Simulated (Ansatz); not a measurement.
CdI₂⁻. Total charge -1; doublet. Geometry r2SCAN-D4/def2-TZVP, that of the neutral singlet; atoms count from 1.

```xyz
3

Cd   -0.009   -0.002    0.001
I    -0.652    1.337   -2.115
I     0.661   -1.335    2.114
```

In the def2 sets Cd, I take a core potential; there is no spin–orbit coupling. The highest occupied level of the charge -1 doublet lies above zero (up to 0.69 eV). By energy differences its removal costs 0.83 eV (vertical, to the charge 0 singlet, at PBE0-D4/def2-TZVPD); a positive level beside a positive removal energy at the same level points to self-interaction error. The structure comes from a short search, and lower isomers may exist.

(1) Estimate the Mulliken populations from the PBE0/def2-TZVPD orbitals of Ansatz.

(2) Where does the spin sit?

(3) And the Mayer bond orders between bonded heavy atoms (over 0.3)?

## Answers

(1) 
```csv
atom,charge (e),spin (α − β),d electrons
Cd1,0.01,0.74,10.01
I2,-0.51,0.13,–
I3,-0.51,0.13,–
```
Mulliken values and Mayer orders depend strongly on the basis. With diffuse functions, as here, like atoms can get unlike values, and bond orders can come out too low or too high.

(2) Summed by element: Cd 0.74, I 0.26, of 1 unpaired in all. Largest on single atoms: Cd1 0.74, I3 0.13, I2 0.13.

(3) Cd1–I2 0.59 (2.59 Å); Cd1–I3 0.59 (2.59 Å).
